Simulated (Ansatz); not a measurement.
`[OH][GaH][F]` + F• → `[OH][Ga][F]`• + H–F at 500 K and 1 bar (hydrogen abstraction from a Ga–H bond).

Computed with Ansatz on PBE0-D4/def2-TZVP structures; ΔE is electronic, products minus reactants. CBS: MP2 limit from def2 TZ/QZ plus the TZ coupled-cluster correction, frozen cores. This one scheme is used for every species, atoms too. Open shells (•) are unrestricted, without spin–orbit coupling. Spin–orbit coupling would lower the free atoms: a little for F. For Ga outer-core shells are correlated without core-valence functions, so the limit isn't a true one: a few kJ/mol of doubt a bond, and 10 to 20 or more in all where bonds break to atoms. Scalar relativity is left out up to krypton. Each species was taken in one conformer, which may not be the lowest.

```json
{"species": "`[OH][GaH][F]`", "CCSD(T)/CBS energy (Eh)": "-2100.17635", "H − E (kJ/mol)": "88.0", "S (J/(mol·K))": "326.9"}
{"species": "F•", "CCSD(T)/CBS energy (Eh)": "-99.66871", "H − E (kJ/mol)": "10.4", "S (J/(mol·K))": "171.2"}
{"species": "`[OH][Ga][F]`•", "CCSD(T)/CBS energy (Eh)": "-2099.53876", "H − E (kJ/mol)": "65.1", "S (J/(mol·K))": "323.4"}
{"species": "H–F", "CCSD(T)/CBS energy (Eh)": "-100.39570", "H − E (kJ/mol)": "39.4", "S (J/(mol·K))": "188.7"}
```

H − E and S are ideal-gas, rigid-rotor, harmonic terms from PBE0-D4/def2-TZVP, for one conformer and one mirror image of each species, with the whole ground term of open shells counted as degenerate. 1 Eh = 2625.50 kJ/mol, R = 8.31446 J/(mol·K).

Question: By hand: ΔE, ΔH, ΔS and ΔG.

Answer: ΔE = (-2099.53876) + (-100.39570) − (-2100.17635) − (-99.66871) = -0.08940 Eh = -234.7 kJ/mol. Δ(H − E) = 65.1 + 39.4 − 88.0 − 10.4 = 6.1, so ΔH = -228.6 kJ/mol. ΔS = 323.4 + 188.7 − 326.9 − 171.2 = 14.0 J/(mol·K). ΔG = -228.6 − 500 × (14.0)/1000 = -235.6 kJ/mol.

Question: By hand: the equilibrium constant, and the temperature at which ΔG would vanish if ΔH and ΔS stayed fixed.

Answer: log₁₀ K = −ΔG/(RT ln 10) = 24.6. ΔH and −TΔS have one sign here, so there is no such temperature.

The number of gas molecules stays the same, so ΔS is small and ΔH decides. A doubt of 5 kJ/mol in ΔE shifts log₁₀ K by 0.5 here. Other conformers and mirror images would add mixing entropy, several J/(mol·K) or more a flexible species. These are equilibria of isolated gas molecules and say nothing of rates. Largest T1 diagnostic: 0.018 (customary marks: 0.02 for closed shells, 0.045 for open ones).
